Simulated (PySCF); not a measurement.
From computed data to an observable: oscillator strength and radiative lifetime

H9N3Si3, SMILES N1[SiH2]N[SiH2]N[SiH2]1.

The structure is a stationary point at PBE-D3(BJ)/def2-SVP.

TDA-PBE/def2-SVPD (PySCF) puts the first singlet state with f over 0.02 at 5.61 eV (vertical), with the transition dipole (0.000, 0.000, -0.389) in atomic units.

Task: Find the oscillator strength, the wavelength and the radiative lifetime that this transition would have in vacuum if emission retraced absorption.

Result: 
|μ|² = 0.1513 au, so |μ| = 0.99 D. ΔE = 5.61/27.211 = 0.2062 hartree. f = (2/3) ΔE |μ|² = 0.021 (the program prints 0.021).
λ = 1239.84/5.61 = 221 nm; ν = 45248 cm⁻¹.
Einstein's coefficient A = 0.6670 ν² f s⁻¹ (ν in cm⁻¹) = 2.8e7 s⁻¹, so τ = 1/A = 35 ns. This state is S3; the lower singlets have f = 0.000, 0.016. The figure is the radiative limit of this one transition; relaxation, internal conversion, crossing to triplets and a medium change what is measured.
